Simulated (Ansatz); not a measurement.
Relaxation of Cl2GeH4S (8 atoms, charge 0, multiplicity 1), to a largest force component of 0.03 eV/Å in at most 50 steps.

These are results of RKS PBE0-D4/def2-SVP in Ansatz, not measurements.

```xyz
8
Properties=species:S:1:pos:R:3
Ge 0.382 0.556 -0.307
H -0.079 -0.233 2.301
Cl 1.966 -0.227 -1.535
Cl -1.046 1.583 -1.533
H -0.307 -0.633 0.355
S 1.237 2.148 1.011
H 2.298 1.386 1.359
H 0.159 0.379 2.594
```

Where does it end, and by what steps?

The run converged. The force dipped under the threshold on the way, but the program's further checks kept it going. After 8 steps the energy has fallen by 0.248 eV; H2 moved furthest, 1.02 Å.

| step | energy less start (eV) | largest force component (eV/Å) | accepted |
| --- | --- | --- | --- |
| 0 | 0.0000 | 1.614 | yes |
| 1 | -0.1459 | 0.241 | yes |
| 2 | -0.2007 | 0.151 | yes |
| 3 | -0.2288 | 0.114 | yes |
| 4 | -0.2399 | 0.086 | yes |
| 5 | -0.2461 | 0.122 | yes |
| 6 | -0.2472 | 0.020 | yes |
| 7 | -0.2473 | 0.081 | yes |
| 8 | -0.2475 | 0.024 | yes |

```xyz
8
Properties=species:S:1:pos:R:3
Ge 0.452 0.633 -0.566
H -0.171 -0.394 3.303
Cl 2.034 -0.113 -1.816
Cl -0.968 1.679 -1.782
H -0.234 -0.570 0.088
S 1.246 2.148 0.827
H 2.233 1.332 1.264
H 0.017 0.244 2.929
```

Whether the end is a true minimum wasn't checked by a vibrational analysis.

Run time: 18 s on 2 threads of Intel(R) Xeon(R) 6975P-C (Granite Rapids), on a shared host, peak memory 0.27 GiB.
